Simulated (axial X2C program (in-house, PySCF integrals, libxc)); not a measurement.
Bond lengths and stretching modes, held linear, of CuCN⁺

Calculated with an axial X2C code built on PySCF integrals: two-component X2C with atomic mean-field Coulomb and Gaunt terms, Gaussian nuclei, basis Cu dyall-v3z, C dyall-v3z, N dyall-av3z with contracted cores. Spin-free rows use the one-electron spin-free X2C Hamiltonian.

Masses Cu 62.930, C 12.000, N 14.003 u. States: 2c Ω = 1/2 (beyond evenly filled blocks: ω = 1/2); spin-free M_S = 1/2, Λ = 0 (beyond evenly filled blocks: σα).

PBE0, 2c: energies above the lowest point

```csv
r(Cu–C) (Å),r(C–N) (Å),E (meV)
1.7804,1.1281,64.03
1.7804,1.1570,16.73
1.7804,1.1859,65.87
1.8260,1.1281,46.65
1.8260,1.1570,0.00
1.8260,1.1859,49.85
1.8260,1.2148,167.42
1.8716,1.1281,63.89
1.8716,1.1570,17.61
1.8716,1.1859,67.88
1.9173,1.1570,62.30
1.9173,1.2148,230.34
```

Question: Fit a quadratic surface with cubic terms in each bond: where is the minimum, and what are the two stretching wavenumbers?

Answer: At PBE0, 2c: bonds 1.824 and 1.155 Å; harmonic stretches 485.9 and 2269.1 cm⁻¹; force constants 2.66, 18.8 and coupling 0.04 mdyn/Å.

The other levels and Hamiltonians give:

| Hamiltonian | level | r(Cu–C) (Å) | r(C–N) (Å) | lower stretch (cm⁻¹) | upper stretch (cm⁻¹) |
| --- | --- | --- | --- | --- | --- |
| 2c | HF | 1.878 | 1.128 | 527.9 | 2398.4 |
| 2c | PBE | 1.824 | 1.168 | 472.4 | 2176.3 |
| spin-free | PBE0 | 1.824 | 1.155 | 485.5 | 2284.5 |
| spin-free | PBE | 1.824 | 1.168 | 472.6 | 2179.2 |

Each state is one determinant, the lowest of a limited PBE0 search; the stretches come from a fit to these few points and carry an uncertainty of a few per cent. Other orders of the atoms were not compared. Left out for rough or failed fits: MP2 2c, HF spin-free, MP2 spin-free. The molecule was held linear; bending was not examined, so a bent shape may lie lower.
